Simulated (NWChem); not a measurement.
GeIF, singlet; SMILES [F][Ge][I]

Results from NWChem. Low-valent species are run as closed-shell singlets; no triplet was tried in these runs. Geometry: optimised at PBE0/def2-SVP. No frequency run checked for a minimum. def2 effective core potentials on I; no spin-orbit coupling. Ions are spin-unrestricted doublets at the neutral geometry; other ion states weren't tried.

### Question
Estimate the computed values for PBE0/def2-SVP. Quantities: vertical ionisation energy, ΔSCF (eV); −ε(HOMO) (eV).

### Answer
| Item | Result |
|---|---|
| vertical ionisation energy, ΔSCF (eV) | 9.82 |
| −ε(HOMO) (eV) | 7.62 |
